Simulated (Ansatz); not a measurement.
Reaction (ligand exchange at the Si–C bond): `CC[SiH3]` + `OBF` → `FBO[SiH3]` + ethane

Gas-phase electronic energies from Ansatz, PBE0-D4/def2-TZVP geometries. CBS: MP2 limit from def2 TZ/QZ plus the TZ coupled-cluster correction, frozen cores. This one scheme is used for every species. DFT in def2-TZVPP. B3LYP here is the variant with VWN-RPA as its local correlation; programs differ in this. HSE06 is defined as in plane-wave codes. Each species was taken in one conformer, which may not be the lowest.

`CC[SiH3]`:

Z-matrix (Å, degrees):
```
C
C 1 1.526
H 1 1.093 2 111.4
H 1 1.093 2 111.6 3 120.1
H 1 1.093 2 111.4 3 -119.8
Si 2 1.876 1 113.4 3 59.9
H 2 1.095 1 110.5 3 -178.6
H 2 1.095 1 110.5 3 -61.7
H 6 1.489 2 110.4 1 -59.6
H 6 1.489 2 110.4 1 59.7
H 6 1.489 2 111.1 1 -180.0
```

`OBF`:

Z-matrix (Å, degrees):
```
B
O 1 1.344
F 1 1.332 2 120.3
H 1 1.192 2 120.1 3 -180.0
H 2 0.963 1 113.4 3 -0.0
```

`FBO[SiH3]`:

Z-matrix (Å, degrees):
```
Si
O 1 1.655
H 1 1.481 2 108.0
H 1 1.481 2 108.0 3 -119.2
H 1 1.485 2 110.1 3 120.4
B 2 1.342 1 134.0 3 -120.1
F 6 1.324 2 118.3 1 180.0
H 6 1.198 2 123.1 1 0.0
```

`CC`:

Cartesian coordinates in Å:
```
C -0.401 -0.644 0.030
C 0.401 0.644 -0.030
H -0.246 -1.252 -0.865
H -0.118 -1.251 0.893
H -1.473 -0.443 0.107
H 0.246 1.252 0.865
H 0.118 1.251 -0.893
H 1.473 0.443 -0.107
```

```csv
level,ΔE (kcal/mol),difference from CCSD(T)/CBS
LDA (SPW92),-18.7,3.8
PBE-D4,-19.1,3.4
revPBE-D4,-18.6,3.9
BLYP-D4,-22.1,0.4
r2SCAN-D4,-22.2,0.3
PBE0-D4,-20.3,2.2
B3LYP-D4,-23.0,-0.5
r2SCANh-D4,-22.3,0.2
r2SCAN0-D4,-22.5,0.0
BHLYP-D4,-24.8,-2.3
CAM-B3LYP-D4,-23.8,-1.3
ωB97X-V,-22.3,0.2
B2PLYP,-23.8,-1.3
PBE-QIDH,-22.0,0.5
PBE,-19.6,2.9
BLYP,-23.1,-0.6
r2SCAN,-22.3,0.2
PBE0,-20.7,1.8
B3LYP,-23.8,-1.3
r2SCANh,-22.4,0.1
r2SCAN0,-22.7,-0.2
HSE06,-20.7,1.8
BHLYP,-25.4,-2.9
LC-ωPBE,-21.4,1.1
RPA@PBE/def2-TZVPP,-22.5,0.0
HF/def2-SVP,-24.5,-2.0
MP2/def2-SVP,-20.5,2.0
CCSD/def2-SVP,-20.7,1.8
CCSD(T)/def2-SVP,-20.2,2.3
HF/def2-TZVPP,-27.9,-5.4
MP2/def2-TZVPP,-22.8,-0.3
SCS-MP2/def2-TZVPP,-23.9,-1.4
CCSD/def2-TZVPP,-23.2,-0.7
CCSD(T)/def2-TZVPP,-22.4,0.1
HF/def2-QZVPP,-28.3,-5.8
MP2/def2-QZVPP,-23.0,-0.5
SCS-MP2/def2-QZVPP,-24.1,-1.6
HF/CBS(def2),-28.4,-5.9
MP2/CBS(def2),-22.9,-0.4
CCSD/CBS(def2),-23.3,-0.8
CCSD(T)/CBS,-22.5,0
```

Largest T1 diagnostic among the species: 0.013.

In def2-TZVPP, CCSD(T) changes the Hartree–Fock value by +5.5 kcal/mol (the triples alone add +0.7 kcal/mol) and MP2 by +5.2 kcal/mol. At CCSD(T), def2-SVP lies +2.3 kcal/mol from the extrapolated value and def2-TZVPP +0.1 kcal/mol. Leaving LDA and LC-ωPBE aside and taking each functional with its dispersion term where it has one, the values spread over 6.2 kcal/mol, from BHLYP-D4 to revPBE-D4. LDA lies +0.9 kcal/mol from PBE without D4.
